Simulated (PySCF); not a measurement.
C5H6N2 (charge +1 and doublet state).
Numbering: `[CH2:1][C+:2]([CH2:3][C:4]#[N:5])[N:6]=[CH2:7]` (hydrogens: H8, H9 on C1; H10, H11 on C3; H12, H13 on C7)

Cartesian coordinates in Å at the GFN2-xTB level; atoms count from 1:
```xyz
13
C5H6N2 angstrom
C      0.5307    1.0184   -1.5823
C      0.0954    0.2357   -0.5374
C     -1.3713   -0.0618   -0.3302
C     -1.6533   -0.3627    1.0567
N     -1.8070   -0.5828    2.1641
N      0.9329   -0.3484    0.2660
C      1.6154   -0.6993    1.2236
H     -0.1735    1.4969   -2.2410
H      1.5802    1.1683   -1.7736
H     -1.9712    0.7954   -0.6498
H     -1.6664   -0.9250   -0.9393
H      2.1350   -1.6569    1.2139
H      1.7486   -0.0773    2.1116
```

The hyperfine couplings belong to this conformer and change with its torsions.

Method: PySCF, UKS B3LYP, pcH-1 on C H N, non-relativistic, mean-field spin-orbit, GIAO. The structure is a single GFN2-xTB conformer in the gas phase; no vibrational or solvent corrections. The geometry wasn't refined by DFT: couplings that depend on bond lengths, twists or pyramidal angles can differ widely from those at the functional's own minimum, by a factor of two or more for some ions and for spin on atoms past the first row. Stability of the SCF solution: not tested.

Principal values of hyperfine tensors in MHz (contact and dipolar terms together), for some of the nuclei:

| atom | isotope | A1 | A2 | A3 |
| --- | --- | --- | --- | --- |
| H13 | 1H | 125.03 | 127.03 | 132.75 |
| H12 | 1H | 106.64 | 107.91 | 116.50 |
| H8 | 1H | -73.51 | -49.43 | -17.07 |
| H9 | 1H | -70.35 | -49.60 | -17.99 |
| C2 | 13C | -51.73 | -35.53 | -29.30 |
| C7 | 13C | -42.07 | -30.77 | -25.05 |
| N6 | 14N | 1.88 | 6.84 | 63.16 |
| C3 | 13C | 1.58 | 2.59 | 4.35 |

**Question.** Split each tensor into its isotropic and traceless parts, and turn a_iso into mT with g = 2.0025.

**Answer.** a_iso = (A1 + A2 + A3)/3, Ti = Ai − a_iso; 1 mT corresponds to 28.027 MHz.

```
atom  a_iso (MHz)  a_iso (mT)      T1      T2     T3
 H13       128.27       4.577   -3.24   -1.24   4.48
 H12       110.35       3.937   -3.71   -2.44   6.15
  H8       -46.67      -1.665  -26.84   -2.76  29.60
  H9       -45.98      -1.640  -24.37   -3.62  27.99
  C2       -38.85      -1.386  -12.88    3.33   9.55
  C7       -32.63      -1.164   -9.44    1.86   7.58
  N6        23.96       0.855  -22.08  -17.12  39.20
  C3         2.84       0.101   -1.26   -0.25   1.51
```

**Question.** What spin density at the nucleus of C7 lies behind its contact coupling (g_N = 1.40482)?

**Answer.** a_FC = (2μ0/3) gₑ μB g_N μN ρ(0)/(2S·h) = 800.24 MHz × g_N × ρ(0)/(2S), with ρ in bohr⁻³. With a_FC = -32.63 MHz and 2S = 1, ρ(0) = -0.02903 bohr⁻³.

**Question.** C1 (13C, g_N = 1.40482) isn't in the table. Its spin density at the nucleus is 0.05238 bohr⁻³. What is its contact coupling?

**Answer.** By the same relation, a_FC = 58.9 MHz. Its full tensor has the principal values 1.97, 2.88, 171.79 MHz.

**Question.** Name the largest traceless tensor T of the table and describe it.

**Answer.** N6: -22.1, -17.1, 39.2 MHz, rhombic: the two smaller values differ by 13 % of the largest.

**Question.** In a single crystal, with the field along each principal axis of the tensor of H8 in turn, what first-order splitting does this nucleus give (isotropic g, quadrupole terms neglected)?

**Answer.** 2 lines (I = 1/2), spaced by |A_i|/(g × 13.996): 2.62, 1.76, 0.61 mT along the axes of A1, A2 and A3.

Hardware: an Arm Neoverse V2 with one thread, no GPU, on a shared host. Cost: 40 s of wall time (with the writing of density and orbital grids), 0.95 GiB resident at most.
